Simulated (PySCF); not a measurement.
BFCl₂, SMILES FB(Cl)Cl.

The structure is a stationary point at ωB97X-D3(BJ)/def2-SVP.

Level of theory: TDDFT-B3LYP/def2-SVPD (PySCF).

Vertical excitations.  State labels are in the subgroup C2v.

```
state  symmetry  energy (eV)  λ (nm)      f          main pairs
-----  --------  -----------  ------  -----  ------------------
S1           A2         6.43     193  0.000     HOMO→LUMO 100 %
S2           B1         7.32     169  0.001   HOMO−2→LUMO 100 %
S3           B2         7.49     165  0.156    HOMO−1→LUMO 94 %
S4           B2         8.01     155  0.048    HOMO→LUMO+1 98 %
S5           A1         8.36     148  0.030    HOMO−3→LUMO 92 %
S6           A2         8.42     147  0.000    HOMO−4→LUMO 94 %
S7           A2         8.44     147  0.000  HOMO−1→LUMO+1 93 %
S8           A1         8.96     138  0.121  HOMO−2→LUMO+1 93 %
S9           B1         9.33     133  0.106  HOMO−3→LUMO+1 96 %
S10          B2         9.34     133  0.045    HOMO→LUMO+2 86 %
T1           A2         6.26     198      0     HOMO→LUMO 100 %
T2           B2         6.54     190      0    HOMO−1→LUMO 99 %
T3           B1         7.15     173      0   HOMO−2→LUMO 100 %
T4           A1         7.17     173      0    HOMO−3→LUMO 99 %
```
Triplets are in the Tamm–Dancoff approximation, which puts them higher than full response would, so one can lie above its singlet here.
